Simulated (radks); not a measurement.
The bismuth anion Bi3-, [Rn], held by a Watson sphere: a shell of charge +3 at radius R that stands for the Madelung well of a crystal (potential energy -3/R inside, -3/r outside, in hartree with lengths in bohr). All-electron calculation, scalar-relativistic Kohn-Sham, LDA (Slater exchange, VWN5 correlation), spin-unpolarised, spherical densities, finite nucleus; Fermi nuclear charge, rms radius of each element as measured or else 0.836 A^(1/3) + 0.57 fm. Program: a radial shooting solver on a logarithmic mesh with Libxc functionals. Response by self-consistent Sternheimer equations with the Hartree and adiabatic LDA kernel, the relativistic mass of each level held fixed and spin-orbit coupling left out. The sphere does not respond.

| R (bohr) | e(5d) (eV) | e(6s) (eV) | e(6p) (eV) | <r> 6p (bohr) | sum of <r^2> (bohr^2) | X-ray form factor at sin(theta)/lambda = 0.1 1/angstrom | alpha (bohr^3) |
|---|---|---|---|---|---|---|---|
| 3.08 | -26.202 | -15.298 | -6.247 | 3.063 | 108.8 | 79.628 | 72.74 |
| 3.7 | -25.189 | -13.899 | -5.323 | 3.313 | 120.6 | 79.272 | 106.6 |
| 3.73 | -25.153 | -13.843 | -5.281 | 3.325 | 121.2 | 79.256 | 108.6 |
| 4.1 | -24.767 | -13.237 | -4.786 | 3.472 | 128.6 | 79.074 | 136.1 |
| 4.63 | -24.360 | -12.579 | -4.163 | 3.675 | 139.7 | 78.854 | 186.4 |
| 5.21 | -24.041 | -12.064 | -3.595 | 3.888 | 152.4 | 78.666 | 259.1 |
| 5.74 | -23.821 | -11.723 | -3.164 | 4.076 | 164.7 | 78.537 | 345.7 |
| 5.86 | -23.779 | -11.659 | -3.077 | 4.117 | 167.6 | 78.513 | 368.5 |
| 5.87 | -23.776 | -11.654 | -3.069 | 4.121 | 167.8 | 78.511 | 370.4 |
